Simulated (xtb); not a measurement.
xtb input (GFN2-xTB):

```bash
xtb mol.xyz --gfn 2 --sp --chrg 1 --uhf 0
```
mol.xyz:
```
11

Si     0.12532692     0.14680568    -0.00494753
O      1.36313914    -0.53069539    -0.76119061
O      0.31896332     0.43884242     1.55720159
O     -0.70698723     1.23408528    -0.83450562
N     -1.09204534    -1.27920213     0.04311069
H      1.79918746    -0.17461887    -1.54141117
H      1.16535864     0.48623783     2.01221959
H     -0.87224724     2.13926204    -0.55340614
H     -0.63083319    -2.15567860     0.29695223
H     -1.83401384    -1.11404245     0.72690026
H     -1.53863306    -1.41988303    -0.86580704
```

End of the output:

```
         :::::::::::::::::::::::::::::::::::::::::::::::::::::
         ::                     SUMMARY                     ::
         :::::::::::::::::::::::::::::::::::::::::::::::::::::
         :: total energy             -19.651872770453 Eh    ::
         :: gradient norm              0.017564789484 Eh/a0 ::
         :: HOMO-LUMO gap              9.273571430114 eV    ::
         ::.................................................::
         :: SCC energy               -19.807154427333 Eh    ::
         :: -> isotropic ES            0.159072330123 Eh    ::
         :: -> anisotropic ES         -0.001640986659 Eh    ::
         :: -> anisotropic XC         -0.000232423245 Eh    ::
         :: -> dispersion             -0.005104098325 Eh    ::
         :: repulsion energy           0.155281656880 Eh    ::
         :: add. restraining           0.000000000000 Eh    ::
         :: total charge               1.000000000000 e     ::
         :::::::::::::::::::::::::::::::::::::::::::::::::::::

           -------------------------------------------------
          |                Property Printout                |
           -------------------------------------------------

    * Orbital Energies and Occupations

         #    Occupation            Energy/Eh            Energy/eV
      -------------------------------------------------------------
         1        2.0000           -1.0057010             -27.3665
       ...           ...                  ...                  ...
         4        2.0000           -0.8405483             -22.8725
         5        2.0000           -0.8065101             -21.9463
         6        2.0000           -0.7598900             -20.6777
         7        2.0000           -0.7598900             -20.6777
         8        2.0000           -0.7427091             -20.2101
         9        2.0000           -0.7427091             -20.2101
        10        2.0000           -0.7058474             -19.2071
        11        2.0000           -0.6997441             -19.0410
        12        2.0000           -0.6749374             -18.3660
        13        2.0000           -0.6749374             -18.3660
        14        2.0000           -0.6468851             -17.6026
        15        2.0000           -0.6468851             -17.6026
        16        2.0000           -0.6418607             -17.4659 (HOMO)
        17                         -0.3010632              -8.1923 (LUMO)
        18                         -0.2582338              -7.0269
        19                         -0.2582338              -7.0269
        20                         -0.2181936              -5.9374
        21                         -0.1064917              -2.8978
        22                         -0.0788297              -2.1451
        23                         -0.0788297              -2.1451
        24                         -0.0282305              -0.7682
        25                         -0.0282305              -0.7682
        26                          0.0330881               0.9004
        27                          0.0330881               0.9004
       ...                                ...                  ...
        31                          0.7015369              19.0898
      -------------------------------------------------------------
                  HL-Gap            0.3407975 Eh            9.2736 eV
             Fermi-level           -0.4714620 Eh          -12.8291 eV

     #   Z          covCN         q      C6AA      α(0)
     1  14 Si       3.125     0.662   147.552    26.046
     2   8 O        1.575    -0.412    21.142     6.205
     3   8 O        1.575    -0.412    21.142     6.205
     4   8 O        1.575    -0.412    21.142     6.205
     5   7 N        3.385    -0.270    26.970     7.713
     6   1 H        0.807     0.365     0.554     1.169
     7   1 H        0.807     0.365     0.554     1.169
     8   1 H        0.807     0.365     0.554     1.169
     9   1 H        0.860     0.250     0.884     1.472
    10   1 H        0.860     0.250     0.884     1.472
    11   1 H        0.860     0.250     0.884     1.472

 Mol. C6AA /au·bohr⁶  :       1262.732799
 Mol. C8AA /au·bohr⁸  :      41028.580924
 Mol. α(0) /au        :         60.295648

Wiberg/Mayer (AO) data.
largest (>0.10) Wiberg bond orders for each atom

 ---------------------------------------------------------------------------
     #   Z sym  total        # sym  WBO       # sym  WBO       # sym  WBO
 ---------------------------------------------------------------------------
     1  14 Si   4.450 --     3 O    1.270     2 O    1.270     4 O    1.270
                             5 N    0.611
     2   8 O    2.270 --     1 Si   1.270     6 H    0.845
     3   8 O    2.270 --     1 Si   1.270     7 H    0.845
     4   8 O    2.270 --     1 Si   1.270     8 H    0.845
     5   7 N    3.546 --    10 H    0.936    11 H    0.936     9 H    0.936
                             1 Si   0.611
     6   1 H    0.867 --     2 O    0.845
     7   1 H    0.867 --     3 O    0.845
     8   1 H    0.867 --     4 O    0.845
     9   1 H    0.938 --     5 N    0.936
    10   1 H    0.938 --     5 N    0.936
    11   1 H    0.938 --     5 N    0.936
 ---------------------------------------------------------------------------

Topologies differ in total number of bonds
Writing topology from bond orders to xtbtopo.mol

molecular dipole:
                 x           y           z       tot (Debye)
 q only:       -0.493      -0.578       0.019
   full:       -0.640      -0.749       0.025       2.506
molecular quadrupole (traceless):
                xx          xy          yy          xz          yz          zz
 q only:        0.996       5.587       2.771      -0.188      -0.221      -3.767
  q+dip:        1.153       6.472       3.209      -0.218      -0.255      -4.363
   full:        1.370       7.688       3.813      -0.259      -0.304      -5.183

           -------------------------------------------------
          | TOTAL ENERGY              -19.651872770453 Eh   |
          | GRADIENT NORM               0.017564789484 Eh/α |
          | HOMO-LUMO GAP               9.273571430114 eV   |
           -------------------------------------------------

------------------------------------------------------------------------
------------------------------------------------------------------------
Note: The following floating-point exceptions are signalling: IEEE_UNDERFLOW_FLAG IEEE_DENORMAL
normal termination of xtb
 total:
 SCF:
```

It need not be the lowest isomer of its formula.
